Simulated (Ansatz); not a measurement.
Cost and result for the atomization energy of C2H4AlCl, SMILES `[AlH2]/[CH]=C/Cl` (8 atoms, 7 bonds).

```xyz
8

Al   -0.551   -0.944    1.107
C    -0.121    0.647    0.093
C     0.558    0.495   -1.040
Cl    1.036    1.788   -2.083
H    -1.357   -0.856    2.468
H    -0.056   -2.326    0.505
H    -0.395    1.660    0.380
H     0.886   -0.464   -1.430
```

Charge 0, multiplicity 1. Geometry: relaxed with PBE0-D4/def2-TZVP. Program: Ansatz. All runs use 2 threads of an Arm Neoverse V2 on a shared host. Times are those of one run each, without the atoms' runs, and a repeat can differ threefold. Electronic energies, without spin–orbit coupling; frozen cores. CCSD(T)/CBS adds CCSD(T) − MP2 in def2-TZVPP to the MP2 limit, and its time is that of the two runs behind it. T1 = 0.011. B3LYP takes the VWN-RPA correlation (the form of Gaussian; ORCA's B3LYP/G). HSE06 is the plane-wave form, built on full-range PBE exchange.

CCSD(T)/CBS is a level of theory with its own doubt, some kJ/mol a heavy atom from the limit and from the frozen cores, so smaller differences don't rank the functionals.

| level | functions | wall time | atomization (kcal/mol) | difference from CCSD(T)/CBS | per bond |
| --- | --- | --- | --- | --- | --- |
| LDA (SPW92)/def2-TZVPP | 202 | 1.2 s | 739.2 | 90.7 | 12.9 |
| CCSD(T)/def2-SVP | 84 | 1.7 s | 615.6 | -32.9 | -4.7 |
| revPBE-D4/def2-TZVPP | 202 | 1.8 s | 647.4 | -1.1 | -0.2 |
| HSE06-D4/def2-TZVPP | 202 | 2.8 s | 651.7 | 3.2 | 0.5 |
| CAM-B3LYP-D4/def2-TZVPP | 202 | 3 s | 648.9 | 0.4 | 0.0 |
| B3LYP-D4/def2-TZVPP (with forces) | 202 | 3.9 s | 647.7 | -0.8 | -0.1 |
| B2PLYP/def2-TZVPP | 202 | 4.3 s | 641.3 | -7.2 | -1.0 |
| PBE-QIDH/def2-TZVPP | 202 | 4.5 s | 646.4 | -2.1 | -0.3 |
| ωB97X-V/def2-TZVPP | 202 | 7.5 s | 650.0 | 1.5 | 0.2 |
| B97M-V/def2-TZVPP | 202 | 9 s | 658.8 | 10.3 | 1.5 |
| MP2/def2-QZVPP | 374 | 14 s | 653.2 | 4.7 | 0.7 |
| CCSD(T)/def2-TZVPP | 202 | 42 s | 631.8 | -16.7 | -2.4 |
| CCSD(T)/CBS(def2) | – | 56 s | 648.5 | 0.0 | 0.0 |

Leaving LDA and LC-ωPBE aside and taking each functional with its dispersion term where it has one, the values, not all of them listed here, spread over 31.9 kcal/mol, from BHLYP-D4 to PBE-D4. LDA lies +80.9 kcal/mol from PBE without D4, its usual overbinding. From r2SCAN to r2SCAN0 (25 % exact exchange), in def2-TZVPP and without D4, the atomization energy moves by −10.4 kcal/mol: exact exchange takes away binding that semilocal exchange gives to molecules. The D4 term adds +6.1 kcal/mol with B3LYP and +3.2 kcal/mol with PBE0; it sums over pairs of atoms, weighted by their polarisabilities, and B3LYP, whose exchange is more repulsive, gets the larger term.
